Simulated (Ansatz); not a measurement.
C2H3AlClNO (`[CH3][Al]([Cl])[N]=C=O`). Total charge 0; spin multiplicity 1. All single points use the PBE0-D4/def2-TZVP geometry. It is one conformer, not always the lowest.

```xyz
9

C    -1.454   -0.939    0.008
Al    0.246   -0.252    0.600
Cl    1.163   -0.880    2.371
N     1.120    0.956   -0.343
C     1.824    1.768   -0.867
O     2.497    2.560   -1.392
H    -1.350   -1.430   -0.964
H    -1.876   -1.658    0.712
H    -2.171   -0.124   -0.125
```

(1) What is the dipole moment at ωB97M-V/def2-TZVPP? (Best estimate.)

(2) And with PBE, r2SCAN, B3LYP? (Best estimate.)

(3) Give the Mulliken charges with ωB97M-V, r2SCAN, B3LYP in def2-TZVPP. (Estimate.)

## Answers

(1) Ansatz gave: 2.60 D, with components (-2.25, -1.28, -0.24) D in this frame, pointing from negative to positive charge.

(2) Ansatz gave: PBE 2.55 D, r2SCAN 2.57 D, B3LYP 2.62 D.

(3) Computed: 
| atom | ωB97M-V | r2SCAN | B3LYP |
| --- | --- | --- | --- |
| C1 | -0.50 | -0.37 | -0.43 |
| Al2 | 0.57 | 0.63 | 0.57 |
| Cl3 | -0.22 | -0.25 | -0.24 |
| N4 | -0.33 | -0.34 | -0.29 |
| C5 | 0.35 | 0.32 | 0.28 |
| O6 | -0.24 | -0.23 | -0.21 |
| H7 | 0.12 | 0.08 | 0.10 |
| H8 | 0.12 | 0.08 | 0.11 |
| H9 | 0.12 | 0.08 | 0.10 |

B3LYP here is the variant with VWN-RPA as its local correlation; programs differ in this.
